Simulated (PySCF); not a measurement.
# J couplings in Ethyl bromide

Geometry:
```csv
atom,x (Å),y (Å),z (Å)
C1,-0.781,0.214,-0.006
C2,0.613,-0.360,0.036
Br3,1.974,1.009,-0.235
H4,-0.992,0.682,-0.978
H5,-1.516,-0.592,0.154
H6,-0.926,0.971,0.778
H7,0.782,-1.104,-0.754
H8,0.846,-0.819,1.005
```

Indirect spin–spin couplings were computed at B3LYP/pcJ-1 (pcSseg-1 on Br) (PySCF) on a PBE0-D3(BJ)/def2-SVP structure, for the isolated molecule, without vibrational or relativistic corrections. Couplings are averaged over pairs made equivalent by symmetry, fast rotation or ring inversion, so a value needn't be that of the named pair in this geometry, while other rotamers aren't included; one pair stands for each set, and the list holds those of at least 0.8 Hz over up to four bonds.

Isotopes: ¹³C, ¹H.

```tsv
pair	bonds	J (Hz)
C1, C2	1	39.5
C1, H4	1	?
C2, H7	1	?
C1, H7	2	-1.8
C2, H4	2	-3.3
H4, H5	2	-13.8
H7, H8	2	-10.6
H4, H7	3	8.8
```

Estimate the withheld couplings, with signs.

## Answers


- ¹J(C1,H4) = 135.4 Hz (mean over equivalent pairs that range from 129.5 to 138.3 Hz in this conformer)
- ¹J(C2,H7) = 157.0 Hz (bond length 1.098 Å, sp3 carbon)

Relativistic effects of the heavier atoms present are left out.
